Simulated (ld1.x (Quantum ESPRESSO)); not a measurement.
Cr: excitation energies, all-electron against TM

Cr (Z = 24), norm-conserving Troullier–Martins (Kleinman–Bylander form), made with ld1.x (Quantum ESPRESSO) 7.5 (PBE, scalar-relativistic). Core [Ne], reference 3s2 3p6 3d5 4s0 4p0 (charge +1). Waves: 3s (bound): rc 1.55 bohr; 3p (bound): rc 1.10 bohr; 3d (bound): rc 1.65 bohr. Local part: all-electron potential smoothed inside 0.85 bohr (lloc = -2). Core correction: none.

Energies are relative to the spin-unpolarised reference configuration 3s2 3p6 3d5 4s0 4p0; without spin polarisation the order of configurations can differ from experiment.

```csv
valence configuration,charge,ΔE all-electron (eV),error AE − PS (meV)
3s2 3p6 3d5 4s1 4p0,0,-6.901,+361
3s2 3p6 3d4 4s0 4p0,+2,16.053,+2.1
3s2 3p6 3d3 4s0 4p0,+3,46.801,+70
3s2 3p6 3d5 4s0.5 4p0,+0.5,-4.194,+208
3s2 3p5 3d5 4s1 4p0,+1,44.612,+634
3s2 3p6 3d5 4s0 4p1,0,-3.780,+6.4
```

(1) What are ΔE and the potential's error for 3s1 3p6 3d5 4s1 4p0?

Levels in the configuration 3s2 3p6 3d3 4s0 4p0:

| level | all-electron (eV) | pseudo (eV) |
| --- | --- | --- |
| 3s | -112.713 | -112.727 |
| 3p | -83.742 | -83.710 |
| 3d | -39.121 | -38.965 |

## Answers

(1) ΔE = 73.349 eV all-electron; the error (AE − PS) is +498 meV.
